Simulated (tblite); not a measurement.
Species: C₃H₁₀NSi₂ (doublet state).
Geometry (GFN2-xTB, Å), atoms numbered from 1 in this order:
```
atom  x, y, z in Å
N1     2.5293    0.4520    0.9047
Si2    1.4904    0.3114   -0.3512
C3     0.4795   -1.3084   -0.2385
C4    -0.9932   -1.0484   -0.5044
C5    -1.5291    0.0319    0.4343
Si6   -0.4463    1.5915    0.3082
H7     3.3485    1.0373    0.8874
H8     1.6585    0.6405   -1.7819
H9     0.8698   -2.0424   -0.9425
H10    0.6091   -1.7209    0.7605
H11   -1.5702   -1.9702   -0.3712
H12   -1.1329   -0.7296   -1.5425
H13   -2.5738    0.2505    0.2058
H14   -1.5012   -0.3403    1.4607
H15   -0.3850    2.3692    1.5400
H16   -0.8610    2.4848   -0.7807
```

Computed values, GFN2-xTB/tblite, gas phase, harmonic and unscaled. Errors from tens to a few hundred cm⁻¹ against measured bands are possible. Modes of hydrogen on silicon can be 10 to 20 % off. One conformer, not necessarily the lowest. Open shells enter through the occupations alone, without spin polarisation, and single modes of such species can be off by tens of per cent.

Harmonic wavenumbers (cm⁻¹): 68.4, 135.9, 201.1, 245.9, 261.5, 314.5, 326.9, 367.5, 429.6, 493.6, 571.6, 590.1, 652.3, 670.2, 701.0, 760.8, 777.8, 804.1, 819.2, 955.6, 959.5, 1042.8, 1108.1, 1131.7, 1172.2, 1214.9, 1258.3, 1282.2, 1336.9, 1467.1, 1486.5, 1511.1, 2113.5, 2206.9, 2299.2, 2923.1, 2948.2, 2962.6, 2975.6, 2993.2, 3011.8, 3465.8.

A = 3114, B = 2064, C = 1440 MHz; mass 116.035 u (most abundant isotopes); point group C1, symmetry number 1; spin multiplicity 2.

Task: Zero-point energy?

Result: Half the sum of the wavenumbers: 26509 cm⁻¹ = 317.12 kJ/mol.

Task: Entropy at 500 K, 1 bar (ideal gas, RRHO, classical rotation)?

Result: Translation 178.89, rotation 123.36, vibration 163.79, spin (R ln 2) 5.76: S = 471.8 J/(mol K).

Task: And Cp and H(500 K) − H(0)?

Result: Cp = 210.15 J/(mol K), of which vibrations give 176.89 (their classical limit is 42 R = 349.2); H(500 K) − H(0) = 61.87 kJ/mol without the zero-point energy, 45.24 from vibrations.

Task: How do the functions run with temperature in this model?

Result: 
| T (K) | S (J/(mol K)) | Cp (J/(mol K)) | H − H(0) (kJ/mol) | G − H(0) (kJ/mol) | ln q(vib) |
| --- | --- | --- | --- | --- | --- |
| 100 | 272.6 | 63.7 | 4.51 | -22.75 | 0.76 |
| 200 | 329.9 | 106.5 | 13.02 | -52.96 | 2.47 |
| 300 | 380.9 | 147.0 | 25.72 | -88.54 | 4.49 |
| 800 | 584.4 | 268.2 | 134.41 | -333.10 | 15.15 |
| 1000 | 647.1 | 293.4 | 190.70 | -456.39 | 19.07 |

q(vib) and H(0) count from the zero-point level.

Task: Blend soft modes into free rotors: weight 1/[1 + (100 cm⁻¹/ν̃)⁴] for the oscillator and the rest for a rotor with moment μB/(μ + B), μ = h/(8π²ν), B = 10⁻⁴⁴ kg m². What vibrational entropy results?

Result: 157.84 J/(mol K) in place of 163.79, which changes −T·S at 500 K by +2.98 kJ/mol.

Task: Which modes carry the vibrational entropy at 500 K?

Result: 68.4 cm⁻¹: 21.84; 135.9 cm⁻¹: 16.17; 201.1 cm⁻¹: 12.98; 245.9 cm⁻¹: 11.36; 261.5 cm⁻¹: 10.87; 314.5 cm⁻¹: 9.42 J/(mol K); the other 36 give 81.14 together.

Hindered rotation and anharmonicity are outside this model. Other conformers, if any are populated, would add a mixing term that is left out. The structure is chiral; the term R ln 2 for an equal mix with its mirror image is left out.
